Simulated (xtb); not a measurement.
Job for xtb: GFN2-xTB on H3NOPb (SMILES [NH2][Pb][OH]), a point of a torsion scan.

```
$ xtb mol.xyz --gfn 2 --sp --chrg 0 --uhf 0
6

N     -1.21489123    -0.04653301     0.15810690
Pb     0.37724363    -1.16150116     1.01833042
O      1.87745266    -0.24011253    -0.25669520
H     -2.18603836    -0.00095915     0.42326149
H     -1.07517089     0.61502918    -0.58735645
H      2.42093107    -0.74683329    -0.85159259
```

**Question.** What total energy does the run end on?

**Answer.** -10.7966 hartree.
